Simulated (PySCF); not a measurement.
hydrogen selenide (H$_{2}$Se), singlet, geometry from GFN2-xTB, with bond 2-1 at 1.8 times its length; CASSCF(2,4)/6-31G (PySCF).

The PySCF input:
```python
from pyscf import gto, scf, mcscf
import numpy

mol = gto.Mole()
mol.atom = '''
    Se   -0.00123714    0.05577584    0.00058697
    H    -1.81182389   -1.79246558   -0.01317826
    H     1.04918136   -0.92535370   -0.01289676
'''
mol.basis = '6-31g'
mol.verbose = 4
mol.build()

mf = scf.RHF(mol)
mf.kernel()
mc = mcscf.CASSCF(mf, 4, 2)
mc.fix_spin_(ss=0.0)
mc.kernel()
occ = numpy.linalg.eigvalsh(mc.fcisolver.make_rdm1(mc.ci, mc.ncas, mc.nelecas))[::-1]
ss = mc.fcisolver.spin_square(mc.ci, mc.ncas, mc.nelecas)[0]
print('natural occupations', occ.round(4), ' <S^2>', round(ss, 4))
```

Output, abridged:

```
PySCF version 2.14.0

[INPUT] verbose = 4
[INPUT] num. atoms = 3
[INPUT] num. electrons = 36
[INPUT] charge = 0
[INPUT] spin (= nelec alpha-beta = 2S) = 0
[INPUT] symmetry False subgroup None
[INPUT] Mole.unit = angstrom
[INPUT] Symbol           X                Y                Z      unit          X                Y                Z       unit  Magmom
[INPUT]  1 Se    -0.001237140000   0.055775840000   0.000586970000 AA   -0.002337855778   0.105401061968   0.001109212543 Bohr   0.0
[INPUT]  2 H     -1.811823890000  -1.792465580000  -0.013178260000 AA   -3.423850938044  -3.387269033910  -0.024903302198 Bohr   0.0
[INPUT]  3 H      1.049181360000  -0.925353700000  -0.012896760000 AA    1.982665425399  -1.748665061353  -0.024371344294 Bohr   0.0

nuclear repulsion = 19.6477266030313
number of shells = 15
number of NR pGTOs = 98
number of NR cGTOs = 31
basis = 6-31g
ecp = {}

******** <class 'pyscf.scf.hf.RHF'> ********
method = RHF
initial guess = minao
damping factor = 0
level_shift factor = 0
DIIS = <class 'pyscf.scf.diis.CDIIS'>
diis_start_cycle = 1
diis_space = 8
diis_damp = 0
SCF conv_tol = 1e-09
SCF conv_tol_grad = None
SCF max_cycles = 50
direct_scf = True
direct_scf_tol = 1e-13
Set gradient conv threshold to 3.16228e-05
Initial guess from minao.
init E= -2399.25852654576
  HOMO = -0.286383197585144  LUMO = -0.132989693582281  gap/eV = 4.17405
cycle= 1 E= -2400.41860786334  delta_E= -1.16  |g|= 0.308  |ddm|= 1.38
  HOMO = -0.276465721270133  LUMO = -0.0845352649254698  gap/eV = 5.22269
cycle= 2 E= -2400.46658083314  delta_E= -0.048  |g|= 0.246  |ddm|= 0.894
  HOMO = -0.354165319024626  LUMO = -0.0711856025614193  gap/eV = 7.70027
cycle= 3 E= -2400.48428829286  delta_E= -0.0177  |g|= 0.0376  |ddm|= 0.316
  HOMO = -0.370589328442564  LUMO = -0.0519563331095485  gap/eV = 8.67045
cycle= 4 E= -2400.48519128691  delta_E= -0.000903  |g|= 0.00873  |ddm|= 0.113
  HOMO = -0.368827713401822  LUMO = -0.0488673574023091  gap/eV = 8.70656
cycle= 5 E= -2400.48527243148  delta_E= -8.11e-05  |g|= 0.0018  |ddm|= 0.0317
  HOMO = -0.369608062628589  LUMO = -0.0494137095115965  gap/eV = 8.71293
cycle= 6 E= -2400.48527594675  delta_E= -3.52e-06  |g|= 0.000478  |ddm|= 0.00661
  HOMO = -0.369553124723875  LUMO = -0.0493656891412346  gap/eV = 8.71274
cycle= 7 E= -2400.48527628986  delta_E= -3.43e-07  |g|= 0.000148  |ddm|= 0.00167
  HOMO = -0.369553576512191  LUMO = -0.0493682914723417  gap/eV = 8.71269
cycle= 8 E= -2400.48527632983  delta_E= -4e-08  |g|= 2.1e-05  |ddm|= 0.000693
  HOMO = -0.36955124116105  LUMO = -0.049368386979749  gap/eV = 8.71262
cycle= 9 E= -2400.48527633041  delta_E= -5.77e-10  |g|= 2.13e-06  |ddm|= 0.000101
  HOMO = -0.369551071717308  LUMO = -0.0493688315046263  gap/eV = 8.71260
Extra cycle  E= -2400.48527633041  delta_E= -2.73e-12  |g|= 7.99e-07  |ddm|= 6.52e-06
converged SCF energy = -2400.48527633041

******** <class 'pyscf.mcscf.mc1step.CASSCF'> ********
CAS (1e+1e, 4o), ncore = 17, nvir = 10
max_cycle_macro = 50
max_cycle_micro = 4
conv_tol = 1e-07
conv_tol_grad = None
orbital rotation max_stepsize = 0.02
orbital rotation threshold for CI restart = 0.01
augmented hessian ah_max_cycle = 30
augmented hessian ah_conv_tol = 1e-12
augmented hessian ah_linear dependence = 1e-14
augmented hessian ah_level shift = 1e-08
augmented hessian ah_start_tol = 2.5
augmented hessian ah_start_cycle = 3
augmented hessian ah_grad_trust_region = 3
kf_trust_region = 3
kf_interval = 4
ci_response_space = 4
ci_grad_trust_region = 3
with_dep4 0
natorb = False
canonicalization = True
sorting_mo_energy = False
ao2mo_level = 2
internal_rotation = False
******** <class 'pyscf.fci.addons.SpinPenaltyFCISolver'> ********
max. cycles = 50
conv_tol = 1e-08
davidson only = True
linear dependence = 1e-12
level shift = 0.001
max iter space = 12
nroots = 1
pspace_size = 400
spin = None
CASCI E = -2400.48654128832  S^2 = 0.0000000
Set conv_tol_grad to 0.000316228
macro iter   1 ( 21 JK    4 micro), CASSCF E = -2400.48724608267  dE = -7.04794349e-04  S^2 = 0.0000000
               |grad[o]|=0.00215  |grad[c]|=0.0014  |ddm|=0.00387  |maxRot[o]|=0.295
macro iter   2 ( 12 JK    3 micro), CASSCF E = -2400.48727009163  dE = -2.40089612e-05  S^2 = 0.0000000
               |grad[o]|=0.000784  |grad[c]|=0.000312  |ddm|=0.000282  |maxRot[o]|=0.0698
macro iter   3 (  6 JK    1 micro), CASSCF E = -2400.48727017487  dE = -8.32365004e-08  S^2 = 0.0000000
               |grad[o]|=4.7e-05  |grad[c]|=0.000172  |ddm|=4.01e-05  |maxRot[o]|=0.00282
1-step CASSCF converged in   3 macro ( 39 JK   8 micro) steps
CASSCF canonicalization
Density matrix diagonal elements [1.99220223e+00 5.53643262e-03 1.15475158e-03 1.10658798e-03]
CASSCF energy = -2400.48727017487
CASCI E = -2400.48727017487  E(CI) = -1.16420718316613  S^2 = 0.0000000
natural occupations [1.9922e+00 5.6000e-03 1.4000e-03 8.0000e-04]  <S^2> 0.0
```
